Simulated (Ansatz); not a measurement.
Si4BPH12, a doped cluster cut from the lattice of silicon (B and P 2.4 A apart). The state is a singlet with charge 0. Geometry PBE-D4/def2-SVP.

Cartesian coordinates in Å:
```
B 0.653 0.050 1.993
Si 1.272 -1.072 -1.369
Si -1.090 1.818 -0.684
Si -1.104 0.931 1.504
Si -0.669 0.014 -2.141
P 0.947 -1.483 0.862
H 0.622 -0.374 3.144
H 1.597 0.798 1.757
H 1.594 -2.393 -2.018
H 2.496 -0.198 -1.387
H -2.365 2.486 -1.140
H 0.046 2.790 -0.895
H -2.307 0.008 1.518
H -1.440 2.078 2.428
H -1.762 -1.023 -2.070
H -0.441 0.360 -3.591
H -0.096 -2.462 0.868
H 2.049 -2.326 1.222
```

HSE06 is defined as in plane-wave codes, on full-range PBE exchange.

Task: Estimate the orbital energies around the gap (eV) in Ansatz with HF/6-31G, revPBE-D4/def2-TZVP, r2SCAN-D4/def2-TZVP, r2SCANh-D4/def2-TZVP, HSE06-D4/def2-TZVP.

Result: 
| orbital | HF/6-31G | revPBE-D4/def2-TZVP | r2SCAN-D4/def2-TZVP | r2SCANh-D4/def2-TZVP | HSE06-D4/def2-TZVP |
| --- | --- | --- | --- | --- | --- |
| HOMO−13 | -18.21 | -11.97 | -12.51 | -13.12 | -13.29 |
| HOMO−12 | -17.04 | -11.20 | -11.70 | -12.28 | -12.43 |
| HOMO−11 | -15.75 | -10.63 | -11.07 | -11.60 | -11.71 |
| HOMO−10 | -14.50 | -9.59 | -10.01 | -10.51 | -10.60 |
| HOMO−9 | -13.94 | -9.13 | -9.54 | -10.03 | -10.11 |
| HOMO−8 | -13.34 | -8.67 | -9.07 | -9.55 | -9.63 |
| HOMO−7 | -12.99 | -8.46 | -8.84 | -9.31 | -9.39 |
| HOMO−6 | -12.71 | -8.25 | -8.62 | -9.09 | -9.17 |
| HOMO−5 | -11.99 | -7.79 | -8.12 | -8.56 | -8.62 |
| HOMO−4 | -11.92 | -7.69 | -8.04 | -8.49 | -8.57 |
| HOMO−3 | -11.38 | -7.43 | -7.74 | -8.17 | -8.23 |
| HOMO−2 | -10.82 | -7.05 | -7.35 | -7.76 | -7.81 |
| HOMO−1 | -10.16 | -6.62 | -6.90 | -7.30 | -7.34 |
| HOMO | -9.51 | -6.18 | -6.43 | -6.81 | -6.85 |
| LUMO | 2.41 | -1.67 | -1.55 | -1.27 | -1.32 |
| LUMO+1 | 2.88 | -1.34 | -1.22 | -0.94 | -0.98 |
| LUMO+2 | 3.19 | -1.13 | -0.94 | -0.66 | -0.77 |
| LUMO+3 | 3.42 | -0.94 | -0.75 | -0.48 | -0.59 |
| LUMO+4 | 3.73 | -0.70 | -0.47 | -0.19 | -0.34 |
| LUMO+5 | 4.04 | -0.46 | -0.26 | 0.02 | -0.11 |
